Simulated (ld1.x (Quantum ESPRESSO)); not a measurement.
## Si: one change to a PAW potential, before and after

- Element: Si (Z = 14)
- Generator: ld1.x (Quantum ESPRESSO) 7.5
- Type: PAW
- Functional: LDA (PZ)
- Relativity: non-relativistic
- Frozen core: [Ne]
- Valence charge: 4
- Reference configuration: 3s2 3p1.5 (charge +0.5)
- Partial waves: 3s (bound): rcut 1.65, rcutus 1.85 bohr; 3s channel at 3.2 Ry: rcut 1.65, rcutus 1.85 bohr; 3p (bound): rcut 1.30, rcutus 1.65 bohr; 3p channel at 4.35 Ry: rcut 1.30, rcutus 1.65 bohr
- Local potential: all-electron potential smoothed inside 1.70 bohr (lloc = -2)
- Core correction: Bessel-smoothed model core inside 1.35 bohr
- Augmentation charge: PSQ, inside the norm-conserving radii

Change: type RRKJ; waves now 3s (bound): rc 1.85 bohr; 3p (bound): rc 1.65 bohr; local potential all-electron potential smoothed inside 1.75 bohr (lloc = -2); rho0 0.005.

Cutoffs: the cutoffs (Ry, on a coarse ladder) from which the occupation-weighted sum of valence levels, in a spherical-Bessel basis at the reference potential, stays within 10 and 1 mRy of its value at 400 Ry; they do not see the model core or the augmentation charge, which bear on the density cutoff. Errors are all-electron minus pseudo energies relative to the spin-unpolarised reference configuration.

Problem. Predict the effect on cutoff, ghosts and configuration errors.

Solution. The potential gets harder (8 Ry and 12 Ry → 18 Ry and 45 Ry); of the 9 tests that both files solve, the error grows in 7 and shrinks in 0 by more than 15 % and 0.3 meV (median size 0.5 → 4.0 meV); the range in which the s phases agree narrows (upper end at the end of the scan → 3.1); the range in which the p phases agree narrows (upper end at the end of the scan → 3.9); neither file shows a bound ghost. Several settings change at once here, so the effects cannot be laid on one of them.

```csv
quantity,base,changed
"cutoff, loose",8 Ry,18 Ry
"cutoff, tight",12 Ry,45 Ry
loose cutoff by channel (10 mRy a level),"s 6 Ry, p 6 Ry","s 15 Ry, p 6 Ry"
bound ghosts,none,none
"error for 3s2 3p2, meV [ΔE -2.97 eV]",0.0,+0.5
"error for 3s2 3p1, meV [ΔE 4.87 eV]",-0.3,+1.0
"error for 3s2 3p0, meV [ΔE 21.00 eV]",-8.9,+14
"error for 3s0 3p4, meV [ΔE 10.69 eV]",-1.6,+2.7
"error for 3s1 3p3, meV [ΔE 3.78 eV]",-0.3,+0.4
"error for 3s1 3p0, meV [ΔE 55.07 eV]",-63,+61
"error for 3s1 3p2, meV [ΔE 12.22 eV]",-1.5,+4.0
"error for 3s2 3p1.5 (spin-polarised), meV [ΔE -0.40 eV]",-0.4,+4.2
"error for 3s2 3p2 (spin-polarised), meV [ΔE -3.58 eV]",-0.5,+6.7
s: phases at 2.00 bohr within 0.05 rad from the reference energy up to (Ry; the scan ends near 5),to the end of the scan,3.1
p: phases at 2.00 bohr within 0.05 rad from the reference energy up to (Ry; the scan ends near 5),to the end of the scan,3.9
```
